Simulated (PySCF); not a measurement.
SMILES CCOC(=O)COC, C₅H₁₀O₃

Geometry:
```csv
atom,x (Å),y (Å),z (Å)
C1,3.252,-0.021,0.640
C2,1.997,-0.682,0.133
O3,0.882,0.104,0.552
C4,-0.328,-0.346,0.202
O5,-0.518,-1.347,-0.433
C6,-1.403,0.589,0.728
O7,-2.690,0.191,0.430
C8,-3.054,0.352,-0.913
H9,4.134,-0.602,0.333
H10,3.351,0.997,0.236
H11,3.246,0.044,1.738
H12,1.986,-0.760,-0.966
H13,1.881,-1.706,0.525
H14,-1.169,1.611,0.360
H15,-1.297,0.623,1.825
H16,-2.955,1.408,-1.234
H17,-4.110,0.061,-1.001
H18,-2.454,-0.285,-1.585
```

Computed, not measured: TDDFT CAM-B3LYP/aug-cc-pVDZ excited states, vertical, gas phase in PySCF 2.14.0. Geometry: PBE0-D3(BJ)/def2-SVP.

Q: Give the one- and two-photon strengths of the lowest singlets.

A: δ for parallel linear polarisation; σ at the peak of a Lorentzian of half width 0.1 eV, single beam; Ω is circular over linear.
```tsv
state	E (eV)	f	photon λ (nm)	δ (au)	σ (GM)	Ω	main
S1	5.84	0.002	425	0.56	0.01	1.37	HOMO→LUMO+7 0.23, HOMO→LUMO+5 0.21
S2	6.71	0.022	369	61.4	1.01	0.47	HOMO→LUMO 0.54, HOMO→LUMO+1 0.28
S3	7.22	0.012	343	18.4	0.35	1.08	HOMO→LUMO+2 0.19, HOMO−1→LUMO+5 0.16
S4	7.38	0.007	336	77.2	1.54	0.30	HOMO→LUMO+1 0.20, HOMO−1→LUMO 0.15
S5	7.48	0.001	332	47.9	0.98	1.29	HOMO→LUMO+2 0.37, HOMO→LUMO+7 0.13
S6	7.62	0.012	326	87.3	1.85	0.46	HOMO→LUMO+3 0.55, HOMO→LUMO+7 0.14
```

Among these, the strongest one-photon state is S2, the strongest two-photon state S6, with a dipole change of 1.2 D (relaxed, norm of the difference vector).
